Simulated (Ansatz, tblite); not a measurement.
Removing and adding an electron: RuF₃ (the lowest doublet isomer of a short search). Total charge 0; doublet. Geometry: PBE0-D4/def2-TZVP. Ansatz, gas phase; energy differences of separate SCF runs; the oxidised species is a triplet (the singlet lies 0.98 eV higher at PBE0-D4/def2-TZVP); the reduced species is a triplet (the singlet lies 0.11 eV higher at PBE0-D4/def2-TZVPD).

Cartesian coordinates in Å:
```
Ru 0.000 0.001 0.001
F 0.411 -1.659 0.612
F -1.003 1.123 1.018
F 0.591 0.535 -1.631
```

In the def2 sets Ru takes a core potential; there is no spin–orbit coupling. The xTB rows come from tblite. At PBE0-D4/def2-TZVP a quartet of charge 0 lies 0.56 eV below the doublet, each at its own geometry. The order of the spin states hangs on the level: the singlet lies 0.16 eV below the triplet at PBE-D4/def2-TZVPD, but 0.14 eV above it at r2SCAN-D4/def2-TZVPD. The singlet is doubtful at r2SCAN-D4/def2-TZVPD (restricted singlet with a triplet 0.14 eV lower at the same geometry). Another isomer (doublet) lies 0.05 eV lower at r2SCAN-D4/def2-TZVP.

Problem. Estimate orbital energies and vertical ionisation energies and electron affinities at: GFN1-xTB; GFN2-xTB; PBE-D4/def2-TZVP; PBE-D4/def2-TZVPD; r2SCAN-D4/def2-TZVP; r2SCAN-D4/def2-TZVPD; PBE0-D4/def2-TZVP; PBE0-D4/def2-TZVPD.

Solution. 
```csv
level,−HOMO (eV),vertical IE (eV),−LUMO (eV),vertical EA (eV),HOMO–LUMO gap (eV),IE − EA (eV),remarks
GFN1-xTB,–,16.91,–,7.21,–,9.70,–
GFN2-xTB,–,17.09,–,7.69,–,9.41,–
PBE-D4/def2-TZVP,5.77,9.85,4.91,–,0.87,–,–
PBE-D4/def2-TZVPD,5.79,–,4.92,1.66,0.87,–,HOMO above zero (-1 triplet)
r2SCAN-D4/def2-TZVP,6.21,10.05,4.92,–,1.29,–,spin-contaminated (⟨S²⟩ 0.85) (doublet)
r2SCAN-D4/def2-TZVPD,6.20,–,4.90,1.82,1.30,–,"HOMO above zero (-1 triplet), spin-contaminated (⟨S²⟩ 0.88) (doublet), spin-contaminated (⟨S²⟩ 2.25) (-1 triplet)"
PBE0-D4/def2-TZVP,7.90,10.50,3.98,–,3.92,–,spin-contaminated (⟨S²⟩ 0.86) (doublet)
PBE0-D4/def2-TZVPD,7.90,–,3.97,1.91,3.93,–,"HOMO above zero (-1 triplet), spin-contaminated (⟨S²⟩ 0.88) (doublet), spin-contaminated (⟨S²⟩ 2.20) (-1 triplet)"
```

   A HOMO above zero means that the electron is unbound at that level or that self-interaction error raises the level; the energy of removing that electron tells which. HOMO and LUMO are the levels of the spin that leaves or enters (xTB has no such levels and no spin-polarisation term). Other spin states of the ions may lie lower, which would lower the ionisation energy or raise the affinity. Raw xTB energy differences between charge states are shifted by several eV; the methods need an empirical correction for them.
